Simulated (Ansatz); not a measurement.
One change: `[OH][Zr]([OH])([SH])[SH]` becomes `[OH][Ti]([OH])([SH])[SH]`.

Ansatz, PBE0-D4/def2-TZVP geometries, multiplicity 1. Each molecule was computed in one conformer, which needn't be the lowest.

Elements past krypton have def2 core potentials. Scalar relativity is left out up to krypton.

```csv
property,`[OH][Zr]([OH])([SH])[SH]`
HOMO–LUMO gap (ωB97M-V/def2-TZVPP) / eV,9.73
LUMO energy (PBE/def2-TZVPP) / eV,-1.99
HOMO–LUMO gap (PBE0/def2-TZVPP) / eV,5.96
HOMO energy (PBE/def2-TZVPP) / eV,-5.91
HOMO energy (ωB97M-V/def2-TZVPP) / eV,-9.20
HOMO energy (PBE0/def2-TZVPP) / eV,-7.09
```

Question: What does the change do to each property? (An estimate is asked.)

Answer: The calculation gave: 
```
                               property  `[OH][Ti]([OH])([SH])[SH]`  shift
HOMO–LUMO gap (ωB97M-V/def2-TZVPP) / eV                        9.25  -0.48
      LUMO energy (PBE/def2-TZVPP) / eV                       -3.12  -1.13
   HOMO–LUMO gap (PBE0/def2-TZVPP) / eV                        5.02  -0.94
      HOMO energy (PBE/def2-TZVPP) / eV                       -6.03  -0.12
  HOMO energy (ωB97M-V/def2-TZVPP) / eV                       -9.30  -0.10
     HOMO energy (PBE0/def2-TZVPP) / eV                       -7.21  -0.12
```

With PBE0 the HOMO falls by 0.12 eV and the LUMO falls by 1.05 eV, so the gap narrows by about 0.93 eV. PBE moves the HOMO by -0.12 eV and ωB97M-V by -0.10 eV.
